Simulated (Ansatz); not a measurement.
Born–Oppenheimer molecular dynamics of CH7FN2OSi (13 atoms, charge 0, multiplicity 1). It starts from a relaxed structure.

Theory: RKS CAM-B3LYP/6-31G (Ansatz).

```yaml
ensemble: NVE (velocity Verlet)
time_step: 1 fs
steps_asked: 100
starting_velocities_drawn_for: 200 K
masses: H 2.014 u
seed: 967097
```

First frame:

```xyz
13
Properties=species:S:1:pos:R:3
Si -0.025 0.133 -0.051
O 0.035 -0.189 1.610
C -1.069 -0.491 2.481
H -1.604 -1.383 2.140
H -0.658 -0.673 3.474
H -1.769 0.350 2.532
N 1.617 0.030 -0.533
H 2.298 -0.451 0.031
H 1.948 0.366 -1.421
N -0.739 1.598 -0.622
H -1.680 1.641 -0.980
H -0.259 2.482 -0.576
F -1.082 -1.034 -0.660
```

Question: How far do the bonds stretch over the last three quarters of this one trajectory? (Pairs bonded in most of those frames.)

Answer: 
| bond | mean (Å) | spread (Å) | shortest | longest |
| --- | --- | --- | --- | --- |
| Si1–O2 | 1.689 | 0.018 | 1.66 | 1.72 |
| Si1–N7 | 1.715 | 0.018 | 1.69 | 1.75 |
| Si1–N10 | 1.728 | 0.013 | 1.70 | 1.75 |
| Si1–F13 | 1.690 | 0.009 | 1.67 | 1.70 |
| O2–C3 | 1.430 | 0.026 | 1.39 | 1.47 |
| C3–H4 | 1.096 | 0.011 | 1.08 | 1.12 |
| C3–H5 | 1.091 | 0.007 | 1.08 | 1.10 |
| C3–H6 | 1.095 | 0.011 | 1.08 | 1.11 |
| N7–H8 | 1.007 | 0.010 | 0.99 | 1.03 |
| N7–H9 | 1.006 | 0.013 | 0.98 | 1.03 |
| N10–H11 | 1.007 | 0.012 | 0.99 | 1.02 |
| N10–H12 | 1.009 | 0.013 | 0.99 | 1.03 |

Mean temperature of the second half: 101 K. The conserved energy stayed within 0.22 meV per atom of its start (net change 0.051 meV per atom), so the integration is sound. Over the second half the temperature averaged 0.51 of the 200 K drawn at the start: a run that starts near a minimum puts about half its kinetic energy into the potential. A run of 0.1 ps of so small a system gives no equilibrium averages. Limits of this set-up: no polarisation functions.

The run took 7.8 min on 1 thread of Arm Neoverse V2, with other jobs on the host, peak memory 0.2 GiB.
